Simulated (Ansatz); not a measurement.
# Pulling the pair apart

The pair of HBr (SMILES Br, atoms 1–2) and C₂H₄ (SMILES C=C, atoms 3–8), both closed shells, in one local arrangement (a lower one may exist), relaxed at PBE0-D4/def2-TZVP:

```json
{"atom": "Br1", "x (Å)": "-0.0067", "y (Å)": "0.2077", "z (Å)": "-2.9887"}
{"atom": "H2", "x (Å)": "-0.0027", "y (Å)": "0.1088", "z (Å)": "-1.5575"}
{"atom": "C3", "x (Å)": "0.4063", "y (Å)": "0.4713", "z (Å)": "0.7931"}
{"atom": "C4", "x (Å)": "-0.4032", "y (Å)": "-0.5766", "z (Å)": "0.7193"}
{"atom": "H5", "x (Å)": "1.4851", "y (Å)": "0.3584", "z (Å)": "0.7868"}
{"atom": "H6", "x (Å)": "0.0220", "y (Å)": "1.4829", "z (Å)": "0.8672"}
{"atom": "H7", "x (Å)": "-1.4820", "y (Å)": "-0.4640", "z (Å)": "0.7301"}
{"atom": "H8", "x (Å)": "-0.0189", "y (Å)": "-1.5886", "z (Å)": "0.6497"}
```

C₂H₄ is shifted rigidly along the line between the mean atom positions of the two fragments (negative: closer). Counterpoise interaction energies in kcal/mol. Computed with Ansatz 0.2.0 (basis: def2-TZVPPD); correlated methods freeze the cores. Filled d shells of the heavier atoms are correlated. The def2 sets are not built for correlating such inner shells, so the correlated values are less sure here.

```json
{"shift (Å)": "-0.38", "wB97M-V": "-0.11", "r2SCAN-D4": "-1.72", "PBE0-D4": "-1.75"}
{"shift (Å)": "-0.19", "wB97M-V": "-1.95", "r2SCAN-D4": "-3.01", "PBE0-D4": "-3.10"}
{"shift (Å)": "0.00", "wB97M-V": "-2.62", "r2SCAN-D4": "-3.31", "PBE0-D4": "-3.42"}
{"shift (Å)": "0.19", "wB97M-V": "-2.67", "r2SCAN-D4": "-3.11", "PBE0-D4": "-3.24"}
{"shift (Å)": "0.46", "wB97M-V": "-2.32", "r2SCAN-D4": "-2.55", "PBE0-D4": "-2.69"}
{"shift (Å)": "0.95", "wB97M-V": "-1.46", "r2SCAN-D4": "-1.53", "PBE0-D4": "-1.66"}
{"shift (Å)": "1.91", "wB97M-V": "-0.57", "r2SCAN-D4": "-0.55", "PBE0-D4": "-0.59"}
{"shift (Å)": "3.81", "wB97M-V": "-0.12", "r2SCAN-D4": "-0.11", "PBE0-D4": "-0.09"}
```

At the largest shift the D4 term itself is slightly repulsive (PBE0-D4 +0.4 meV): a quirk of that model, not of the functional.

Task: What does CCSD(T) give at these shifts? (An estimate is asked for; the value comes from the calculation.)

Result: The calculation gives: 0.72, -1.33, -2.15, -2.33, -2.11, -1.40, -0.54, -0.11 kcal/mol. For zero shift, CCSD(T) at an estimated basis limit (MP2 extrapolated from triple and quadruple zeta, plus CCSD(T) − MP2 in triple zeta) gives -2.72 kcal/mol. These are counterpoise interaction energies, counted from the two frozen fragments.

The T1 diagnostic stays at or below 0.008.

For scale, one of the runs: CCSD(T)/def2-TZVPPD, 216 basis functions, launched by `ansatz run in.yaml --threads 4 --pin off --events-out ev --progress --plain --max-ram 9574MiB`. Hardware: 4 CPU threads of an Intel Xeon 6975P-C, shared host. Wall time 20 s; peak host memory 3.5 GiB.
